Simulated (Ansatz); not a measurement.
Species: H3AlBrSi, SMILES `[SiH3][Al][Br]` (charge 0, multiplicity 2).

**Question.** Give a relaxed geometry from PBE0-D3(BJ)/def2-TZVP (Ansatz, a first-principles code).

**Answer.** the end point of this relaxation (outside a Z-matrix the atoms follow the SMILES, hydrogens last).
Z-matrix (Å, degrees):
```
Si
H 1 1.4882
H 1 1.4899 2 108.68
H 1 1.4902 2 108.53 3 118.32
Al 1 2.4916 2 111.18 4 120.35
Br 5 2.2852 1 113.05 2 176.20
```
